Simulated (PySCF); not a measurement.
Job file and geometry (Å, from GFN2-xTB) of an NMR shielding run on SMILES [SiH3]CC[SiH2]O[C@]12C[C@H]1C2, C$_{6}$H$_{14}$OSi$_{2}$, PySCF, GIAO PBE0/pcSseg-1 NMR shielding, non-relativistic, gas phase; density fitting, a coarse starting grid and PySCF grid level 2 are the driver's defaults:

```
$ OMP_NUM_THREADS=1 python probes_run.py task.json out

{"job": {"kind": "nmr", "xc": "PBE0", "basis": "pcSseg-1"}, "charge": 0, "multiplicity": 1}
Si    -4.444172     0.115725     0.646717
C     -2.771391    -0.725407     0.319313
C     -1.619544     0.270533     0.206245
Si     0.021129    -0.610591    -0.115542
O      1.086370     0.616880    -0.223241
C      2.424132     0.564461    -0.369312
C      3.311689    -0.368678    -1.123562
C      3.539808    -0.124273     0.341348
C      3.495610     1.377533     0.275129
H     -4.372806     0.871445     1.900011
H     -5.492857    -0.902069     0.745148
H     -4.754446     1.035418    -0.450842
H     -2.550256    -1.435569     1.118208
H     -2.824617    -1.315035    -0.597826
H     -1.562774     0.859187     1.123691
H     -1.832100     0.979024    -0.596396
H     -0.005528    -1.382235    -1.364438
H      0.385895    -1.524870     0.975587
H      2.885678    -1.322331    -1.409231
H      4.018072     0.032659    -1.843050
H      3.611080    -0.795014     1.168322
H      4.212373     1.899839    -0.350694
H      3.233904     1.910354     1.180370
```

Task: What does the program print?

Result: 
```
coarse grid: 19536 points
cycle   1  E = -890.3782939695  dE =  1.248e+00  |g| = 6.897e-01  |ddm| = 4.292e+00
cycle   2  E = -890.3007597508  dE =  7.753e-02  |g| = 9.457e-01  |ddm| = 1.454e+00
cycle   3  E = -890.4728009031  dE = -1.720e-01  |g| = 1.147e-01  |ddm| = 9.647e-01
cycle   4  E = -890.4749841581  dE = -2.183e-03  |g| = 4.674e-02  |ddm| = 1.285e-01
cycle   5  E = -890.4754806921  dE = -4.965e-04  |g| = 9.548e-03  |ddm| = 4.804e-02
cycle   6  E = -890.4754997630  dE = -1.907e-05  |g| = 3.451e-03  |ddm| = 1.178e-02
cycle   7  E = -890.4755025568  dE = -2.794e-06  |g| = 3.967e-04  |ddm| = 3.321e-03
final grid: 177520 points
cycle   8  E = -890.5380460481  dE = -3.486e-05  |g| = 1.181e-02  |ddm| = 3.062e-02
cycle   9  E = -890.5380154202  dE =  3.063e-05  |g| = 1.719e-02  |ddm| = 2.156e-02
cycle  10  E = -890.5380754805  dE = -6.006e-05  |g| = 1.583e-03  |ddm| = 1.343e-02
cycle  11  E = -890.5380760051  dE = -5.246e-07  |g| = 2.587e-04  |ddm| = 1.813e-03
cycle  12  E = -890.5380760178  dE = -1.272e-08  |g| = 9.875e-05  |ddm| = 3.191e-04
cycle  13  E = -890.5380760199  dE = -2.068e-09  |g| = 2.904e-05  |ddm| = 1.004e-04
cycle  14  E = -890.5380760201  dE = -1.892e-10  |g| = 4.921e-06  |ddm| = 3.012e-05
converged SCF energy = -890.5380760201

GIAO shielding tensors (ppm)
atom      isotropic    diamagn.    paramagn.     s11        s22        s33       span
  0 Si     415.017     877.904    -462.887    382.845    391.967    470.240     87.395
  1 C      186.503     251.177     -64.675    174.628    189.904    194.976     20.347
  2 C      175.234     257.799     -82.565    163.998    167.552    194.153     30.155
  3 Si     369.245     884.003    -514.758    325.571    347.717    434.448    108.877
  4 O      326.446     400.754     -74.308    286.719    342.540    350.078     63.359
  5 C      133.864     223.100     -89.236    101.031    115.064    185.496     84.464
  6 C      153.717     260.030    -106.313    142.660    148.308    170.184     27.524
  7 C      183.831     270.176     -86.346    154.244    195.982    201.266     47.022
  8 C      149.907     260.939    -111.032    138.428    142.954    168.339     29.911
  9 H       27.925      27.730       0.195     24.577     26.377     32.821      8.245
 10 H       27.688      26.809       0.879     24.075     25.280     33.709      9.634
 11 H       27.905      27.677       0.228     24.580     26.315     32.819      8.239
 12 H       31.301      31.563      -0.261     25.522     30.807     37.575     12.053
 13 H       31.249      31.360      -0.111     25.518     30.690     37.540     12.022
 14 H       30.733      36.207      -5.474     25.216     31.342     35.639     10.423
 15 H       30.632      35.914      -5.282     25.152     31.170     35.574     10.422
 16 H       26.944      33.112      -6.168     22.947     27.069     30.817      7.870
 17 H       27.170      33.470      -6.300     23.204     27.461     30.845      7.641
 18 H       29.790      34.235      -4.444     24.597     27.506     37.268     12.671
 19 H       31.007      30.306       0.701     25.617     27.415     39.989     14.372
 20 H       29.800      36.002      -6.202     25.312     26.941     37.148     11.835
 21 H       30.894      30.543       0.351     25.695     27.448     39.540     13.845
 22 H       29.777      33.432      -3.656     24.999     26.545     37.786     12.787
```

Task: Turn these shieldings into chemical shifts. References, each an isolated molecule treated in the same way: 29Si (σref 349.16), 13C (σref 186.93), 1H (σref 31.72) against TMS; 17O (σref 336.08) against H2O.

Result: Averaging equivalent atoms: Si 3: -20.1; Si 0: -65.9; C 5: 53.1; C 6/8: 35.1; C 2: 11.7; C 7: 3.1; C 1: 0.4; O 4: 9.6; H 16/17: 4.66; H 9/10/11: 3.88; H 18/22: 1.93; H 20: 1.92; H 14/15: 1.03; H 19/21: 0.77; H 12/13: 0.44 ppm. Experimental scales use liquid or dissolved standards, which lie at an offset from isolated H2O (liquid H2O: subtract about 36 ppm).

Size and cost of the density-fitted run: 237 basis functions, 55 s wall time on 1 thread of an Arm Neoverse V2, shared host; peak memory 1.1 GiB.
